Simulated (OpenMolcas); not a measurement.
## P: Slater's ratio, thermal populations, worked from levels

- Program: OpenMolcas
- Basis: ANO-RCC-VTZP [5s4p2d1f]
- Scalar Hamiltonian: DKH2, point nucleus
- Active space: 5 electrons in 8 orbitals (3s 3p 4s 4p)
- State averaging: 2S+1 = 4 odd, 1 root; 2S+1 = 2 odd, 8 roots; 2S+1 = 4 even, 3 roots
- Spin-orbit coupling: state interaction with AMFI integrals over the reference wave functions, term energies averaged over their components

Methods: CASSCF; SS-CASPT2, IPEA 0.25 Eh, imaginary shift 0.1 Eh (closed shells correlated: 2s 2p). Measured levels: NIST Handbook of Basic Atomic Spectroscopic Data.

**Slater's ratio.** With one set of orbitals, p3 has ²D° - ⁴S° = 9 F2 and ²P° - ²D° = 6 F2 (F2 = F²/25), a ratio of 2/3. Term energies are centres of gravity, weighted by 2J + 1.

| Source | ²D° - ⁴S° | ²P° - ⁴S° | F2 from the first | Ratio |
| --- | --- | --- | --- | --- |
| CASSCF | 14689 | 19606 | 1632 | 0.335 |
| SS-CASPT2 | 12430 | 19526 | 1381 | 0.571 |
| measured | 11370 | 18740 | 1263 | 0.648 |

Energies in cm-1. A ratio away from 2/3 shows effects beyond one configuration with one set of orbitals, and in heavier atoms second-order spin-orbit shifts. In CASSCF the valence s occupation is 1.94 in ²P° against 1.99 in ²D°: mixing out of s² acts most on ²P° and pulls it down.

**Thermal populations.** Z = Σ (2J + 1) exp(-E/kT) with k = 0.695035 cm-1/K, over the levels below. No other level of either list lies under 55900 cm-1, which is above 7 kT at each temperature.

```tsv
Level	2J + 1	SS-CASPT2	measured
3s² 3p³ ⁴S°_3/2	4	0.0	0.0
3s² 3p³ ²D°_3/2	4	12420	11361
3s² 3p³ ²D°_5/2	6	12440	11377
3s² 3p³ ²P°_1/2	2	19520	18723
3s² 3p³ ²P°_3/2	4	19530	18748
```

```json
{"T (K)": "5000", "Z, SS-CASPT2": "4.301", "Z, measured levels": "4.407", "Ground level (%), SS-CASPT2": "93.0", "Ground level (%), measured levels": "90.8"}
{"T (K)": "8000", "Z, SS-CASPT2": "5.248", "Z, measured levels": "5.500", "Ground level (%), SS-CASPT2": "76.2", "Ground level (%), measured levels": "72.7"}
```

At 8000 K, kT = 5560 cm-1, and the computed levels give Z = 4.000 + 0.429 + 0.640 + 0.060 + 0.119 = 5.248.

CASPT2 breaks the degeneracy within a term, and the mean is taken; among the terms shown or strongly mixed into the levels shown the widest spread is 18 cm-1 (3s² 3p³ ²D°, SS-CASPT2). Active for correlation alone: 4p 4s; no level in the range computed is led by a configuration that fills them, so any true level of that kind is missing. Without dynamic correlation excited terms often stand tens of per cent too high (terms of higher spin than the ground term too low), and those without a measured partner can miss by more than the paired ones (holds for CASSCF). Computed and measured levels are paired by configuration, term and J; levels that our copy of the source lacks, or whose pairing is in doubt (as where it misses far off the trend of its configuration), stay unpaired and out of the deviations. Only configurations of the active space appear.

° marks odd parity.
